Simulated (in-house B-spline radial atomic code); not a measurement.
A radial electron density 4πr²n(r) was computed for an atom or ion in its tabulated ground configuration with an all-electron radial atomic-structure program (B-spline basis); method: non-relativistic CAM-B3LYP, spin-polarised, spherical fractional occupations, exact exchange averaged over the configuration. Columns: r (bohr), 4πr²n(r) (electrons per bohr), bar.

```
  0.0013    1.944 #
  0.0016    2.853 #
 0.00197    4.159 ##
 0.00242    5.984 ###
 0.00297    8.503 ####
 0.00365    11.95 ######
 0.00449    16.54 ########
 0.00552    22.43 ###########
 0.00679    29.68 ###############
 0.00834    38.04 ###################
  0.0103    47.26 ########################
  0.0126    55.69 ############################
  0.0155    62.62 ################################
   0.019    66.33 ##################################
  0.0234     66.2 ##################################
  0.0288    62.91 ################################
  0.0354    59.33 ##############################
  0.0435    59.49 ##############################
  0.0534    66.02 ##################################
  0.0657     77.3 #######################################
  0.0807     86.3 ############################################
  0.0993    85.67 ############################################
   0.122    75.29 ######################################
    0.15    65.06 #################################
   0.184    65.28 #################################
   0.227     72.5 #####################################
   0.279    70.43 ####################################
   0.342    52.45 ###########################
   0.421    31.29 ################
   0.517    23.71 ############
   0.636    27.06 ##############
   0.782    27.31 ##############
   0.961    19.72 ##########
    1.18    10.39 #####
    1.45    4.367 ##
    1.78    1.707 #
    2.19   0.6225 
     2.7   0.1693 
    3.31  0.02855 
    4.07 0.002334 
    5.01 7.771e-05 
    6.16 9.068e-07
```

Which atom or ion is it?
A. Te6+
B. Sb6+
C. I5+
D. I6+

D. The area under the curve, ∫4πr²n dr = ∫r·4πr²n d(ln r) on this logarithmic grid, is 47 electrons, which only this option has. The configuration is [Kr] 4d10 5s1.
